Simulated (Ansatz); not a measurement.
F2H4O4W, SMILES `[OH][W]([OH])([OH])([OH])([F])[F]`. The species carries charge 0 and has multiplicity 1. W: def2 effective core potential.

```xyz
11

O     0.799   -1.779   -0.031
W     0.102   -0.050   -0.013
O     0.048    0.252   -1.865
O    -0.582    1.615    0.545
O    -1.643   -0.725   -0.086
F     1.819    0.736   -0.168
F     0.465   -0.215    1.859
H     1.107   -2.246    0.750
H     0.794    0.662   -2.311
H    -0.475    1.931    1.445
H    -2.434   -0.182   -0.125
```

Question: What are the harmonic wavenumbers in cm⁻¹ at PBE0-D4/def2-TZVP (Ansatz, finite differences of forces, unscaled)? (An estimate is asked.)

Answer: Computed: 115, 138, 147, 199, 230, 240, 305, 320, 342, 391, 450, 462, 499, 570, 583, 625, 646, 656, 672, 722, 755, 774, 809, 3878, 3893, 3894, 3901.

Question: Is this a minimum?

Answer: Yes, all 27 modes are real.

Question: Give the ideal-gas thermochemistry at 298.15 K and 1 bar (rigid rotor, harmonic oscillator; point group C1, symmetry number 1).

Answer: Zero-point energy 156.8 kJ/mol; H(298) − E = 185.3 kJ/mol; entropy 402.4 J/(mol·K), of which translation 179.6, rotation 117.8, vibration 105.0; G(298) − E = 65.3 kJ/mol.

Question: And at 400, 500, 600, 800 and 1000 K?

Answer: 
```csv
T (K),H − E (kJ/mol),S (J/mol/K),G − E (kJ/mol)
400,202.8,452.8,21.7
500,221.7,494.9,-25.7
600,241.7,531.3,-77.1
800,283.4,591.3,-189.6
1000,326.8,639.6,-312.8
```
